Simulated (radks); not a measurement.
Results of a calculation; reference values are marked as such.
Question: Species: Tc+. Configuration: [Kr] 4d4.5 5s0.5 5p1 (fractional occupations, a model configuration). Level of theory: Dirac Kohn-Sham, PBE, spin-unpolarised, spherical densities, finite nucleus; open shells are shared between the two j in proportion to 2j + 1; Fermi nuclear charge, rms radius 4.4112 fm (a radial shooting solver on a logarithmic mesh with Libxc functionals).

Spin-orbit splittings of the eigenvalues, e(l+1/2) - e(l-1/2), with zeta = 2 splitting/(2l+1) and mean radii in bohr:

shell  occ.  splitting (eV)  zeta (eV)  <r> j=l-1/2  <r> j=l+1/2
2p        6           118.3      78.83       0.1271       0.1318
3p        6               ?          ?       0.4090       0.4196
3d       10           3.801      1.521       0.3970       0.4004
4p        6           2.972      1.981        1.147        1.176
4d      4.5          0.3133     0.1253        1.607        1.623
5p        1          0.2565     0.1710        3.619        3.706

Estimate the 3p splitting.

Answer: 19.78 eV (zeta = 13.18 eV).
